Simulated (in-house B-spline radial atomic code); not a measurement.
**Binding energies in the neodymium ion Nd²⁺**

NIST's tabulated ground configuration is [Xe] 4f4; each binding energy is the energy of the ion with one electron taken from that subshell, relaxed, less that of the parent. Method: Dirac-Hartree-Fock, average of configuration, Fermi nucleus of rms radius 4.9123 fm. Calculated with an all-electron radial atomic-structure program (B-spline basis). Energies include first-order Breit, QED and recoil terms.

```csv
subshell,X-ray name,binding energy (eV),-ε (eV),relaxation (eV)
1s,K,43586.1,43834.5,73.9
2s,L1,7150.8,7211.7,41.4
2p1/2,L2,6741.2,6805.6,45.3
2p3/2,L3,6227.4,6283.9,43.5
3s,M1,1597.6,1622.1,20.8
3p1/2,M2,1423.3,1448.1,21.5
3p3/2,M3,1318.9,1341.6,20.7
3d3/2,M4,1018.8,1042.5,22.6
3d5/2,M5,996.9,1019.8,22.3
4s,N1,344.5,353.6,8.4
4p1/2,N2,277.1,285.8,8.1
4p3/2,N3,254.6,262.5,7.6
4d3/2,N4,142.4,149.4,6.9
4d5/2,N5,138.5,145.2,6.7
5s,O1,61.83,63.11,1.16
5p1/2,O2,41.61,42.64,0.96
5p3/2,O3,38.51,39.38,0.83
4f,"N6,7",18.68,22.49,3.92
```

Relaxation = -ε minus the binding energy without Breit, QED and recoil terms.

Emission lines follow as differences of binding energies, with λ = 12398.42 eV·Å / E:

| line | holes | energy (eV) | wavelength (Å) |
| --- | --- | --- | --- |
| K-L3 | 1s → 2p3/2 | 37358.7 | 0.33188 |
| K-L2 | 1s → 2p1/2 | 36844.9 | 0.3365 |
| K-M3 | 1s → 3p3/2 | 42267.2 | 0.29333 |
| L3-M5 | 2p3/2 → 3d5/2 | 5230.5 | 2.3704 |
| L2-M4 | 2p1/2 → 3d3/2 | 5722.4 | 2.1666 |
| L1-M3 | 2s → 3p3/2 | 5831.9 | 2.126 |
| L3-M1 | 2p3/2 → 3s | 4629.8 | 2.678 |
| L2-N4 | 2p1/2 → 4d3/2 | 6598.8 | 1.8789 |

(1) What screening constant σ does Moseley's law, E = (3/4)·13.6057 eV·(Z - σ)², need for K-L3?

Moseley's non-relativistic formula needs a falling, then negative, screening constant for heavy elements, because relativity binds the 1s electron more strongly than the formula allows.

Results:

(1) σ = -0.51.
